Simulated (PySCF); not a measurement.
HOY, SMILES [OH][Y].

Coordinates come from a PBE0-D3(BJ)/def2-TZVPD optimisation. The multiplicity is an assumed one; other spin states were not compared. The def2 effective core potentials stand for the cores of Y; spin–orbit coupling is left out.

Two levels are set side by side: TDA-PBE/def2-TZVPD (PySCF) and TDA-ωB97X/def2-TZVPD (PySCF). Vertical, same geometry. The lowest singlet is HOMO→LUMO+1 100 % with PBE and HOMO→LUMO+4 97 % with the other functional; states are paired by order. Differences are taken from unrounded values.

```json
[
 {"quantity": "lowest singlet excitation (eV)", "TDA-ωB97X": "1.76"},
 {"quantity": "lowest triplet excitation (TDA) (eV)", "TDA-ωB97X": "1.05"},
 {"quantity": "first bright state (f over 0.05) (eV)", "TDA-ωB97X": "2.29"},
 {"quantity": "its oscillator strength", "TDA-ωB97X": "0.11"}
]
```

Q: What does TDA-PBE give, and how far is it from TDA-ωB97X? (The exact figures need the calculation; the answer reports its results.)

A: 
```
quantity                               TDA-PBE  TDA-PBE minus TDA-ωB97X
-------------------------------------  -------  -----------------------
lowest singlet excitation (eV)            1.58                    -0.17
lowest triplet excitation (TDA) (eV)      0.64                    -0.41
first bright state (f over 0.05) (eV)     2.26                    -0.03
its oscillator strength                   0.09                    -0.02
```

Functionals without exact exchange tend to place singlet excitations lower, as here. Differences between two approximate levels are no errors against the true value.

Rough cost on one machine, each run with all the roots and properties that it gave: TDA-ωB97X against TDA-PBE about 3 times.
